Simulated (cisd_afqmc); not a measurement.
Input (AFQMC/UCISD/def2-SVP; cisd_afqmc is a phaseless AFQMC code with CISD trial states that reads the integrals written by Ansatz):

Ansatz 0.2 input:
```python
import cisd_afqmc

open("ham.yaml", "w").write("""\
crystal:
  periodic: [false, false, false]
  atoms:
    - {symbol: Se, position_ang: [-0.00000000, -0.00000000, -0.68077172]}
    - {symbol: Cl, position_ang: [0.00000000, 0.00000000, 1.36154344]}
basis:
  gaussian:
    orbitals: def2-SVP
total_charge: 1
correlation: {method: ccsd, electrons: outside_noble_gas, hamiltonian_folder: ham}
magnetization: {spin_polarized: true, initial_magnetization: 0}
scf: {lower_state_search: full}
""")
rep = cisd_afqmc.ansatz("ham.yaml")
e_ccsd = rep["correlation"]["coupled_cluster"]["energy"]["hartree"]
out = cisd_afqmc.run("ham", e_ccsd, trial="CISD", walkers=200, populations=8, threads=8, dt=0.005, steps=40, early=24, settle=10, least=32,
    cut=5e-5, rank_cut=2e-4, target=0.0004, seconds=1500, seed=1, memory=17280, gpu=False)
```

Output:

```
WARN ansatz::render: the results are in doubt because among natural orbitals full CI differs from the method by +0.749 eV
orbitals 31, occupied [6, 6], factors 167 of 467, rank of the doubles 175 of 300
E(HF) = -2858.549616
E(CCSD) on the cut factors = -2858.795175, shift to the whole factors -0.000004
Energy of the trial state on the determinant = -2858.795166
  tau behind 7.2 of longer steps, mean of the populations' last blocks
   2.0  -2858.80701
   4.0  -2858.80775
   6.0  -2858.80898
   8.0  -2858.80762
  10.0  -2858.80826
blocks 376 (0 outliers left out), error by blocks joined: 1: 0.00017, 2: 0.00022, 4: 0.00029, 8: 0.00035, 16: 0.00040
E(AFQMC/CISD) = -2858.80801 +/- 0.00040
```

The determinant is spin-contaminated: <S^2> is 1.02, 1.02 over the pure value. The CCSD(T) runs of this state have a T1 diagnostic of up to 0.032. In a CCSD(T) run of this state the restricted determinant is unstable towards broken spin symmetry.

A triplet may lie lower; no result for it is given here.

The run carries these doubts: large difference, spin mixed.
